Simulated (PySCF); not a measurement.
A side-by-side comparison of computed properties.

First species: C6H9N.
Z-matrix (Å and degrees, PBE0-D3(BJ)/def2-SVP geometry), rows numbered from 1:
```
C 
C   1  1.3333
C   2  1.5020  1  125.35
C   3  1.4972  2  111.14  1  -114.86
N   4  1.2725  3  122.12  2  -111.65
C   5  1.3901  4  118.34  3   178.36
C   6  1.3376  5  121.58  4  -179.70
H   1  1.0951  2  121.45  3    -1.16
H   1  1.0931  2  121.48  3   179.38
H   2  1.0969  1  119.32  3  -178.67
H   3  1.1033  2  109.48  1     6.10
H   3  1.1015  2  110.67  1   125.71
H   4  1.1110  3  116.21  2    66.45
H   6  1.1040  5  117.96  4     0.24
H   7  1.0927  6  119.78  5    -0.07
H   7  1.0916  6  121.27  5   179.90
```

Second species: C₆H₁₃FGe.
SMILES: `C[C@@H]1[CH2][GeH2][CH2][C@H](F)C1`

Levels: CAM-B3LYP/def2-SVPD for HOMO energy, LUMO energy, HOMO–LUMO gap and static isotropic polarisability; TDDFT CAM-B3LYP/def2-SVPD for lowest singlet excitation; TDA CAM-B3LYP/def2-SVPD for lowest triplet excitation (Tamm–Dancoff); ΔSCF CAM-B3LYP/def2-SVPD for vertical ionisation energy. Geometries: PBE0-D3(BJ)/def2-SVP. Each structure is a single optimised conformer of the isolated species, non-relativistic unless stated. Electronic properties by PySCF.

The conformers computed, where there is a choice (atom-mapped SMILES and torsion angles):
- `[CH2:1]=[CH:2][CH2:3]/[CH:4]=[N:5]/[CH:6]=[CH2:7]`: C1–C2–C3–C4 -115°, C2–C3–C4–N5 -112°, C4–N5–C6–C7 180°

The conformers of `C[C@@H]1[CH2][GeH2][CH2][C@H](F)C1` aren't listed.

(1) Which has the higher HOMO energy?

(2) Which of the two has the higher LUMO energy, and by how much?

(3) Which has the higher S1 energy?

(4) Which of the two has the higher static isotropic polarisability, and by how much?

(5) Which has the higher HOMO–LUMO gap?

(6) Which of the two has the higher vertical ionisation energy, and by how much?

(7) Which has the higher T1 energy?

Answers

(1) The first: -8.33 eV against -9.47 eV, a difference of 1.14 eV.

(2) The second: 1.09 eV against -0.09 eV, a difference of 1.18 eV.

(3) The second: 7.72 eV against 4.68 eV, a difference of 3.04 eV.

(4) The second: 100.0 au against 91.0 au, a difference of 9.0 au.

(5) The second: 10.56 eV against 8.24 eV, a difference of 2.32 eV.

(6) The second: 10.12 eV against 9.07 eV, a difference of 1.05 eV.

(7) The second: 7.42 eV against 3.34 eV, a difference of 4.08 eV.

On the first: The principal polarisabilities are 61.6, 68.4 and 142.9 au; their mean is the isotropic value. The vertical singlet–triplet gap S1 − T1 is 1.34 eV (TDDFT singlet less Tamm–Dancoff triplet; S1: HOMO−1→LUMO, weight 0.71; T1: HOMO→LUMO, weight 0.84).

On the second: In wavenumbers S1 is 62300 cm⁻¹ (1 eV = 8065.54 cm⁻¹). The principal polarisabilities are 86.6, 102.5 and 111.0 au; their mean is the isotropic value. The calculation is non-relativistic and has no spin–orbit coupling, an omission that weighs most on germanium.
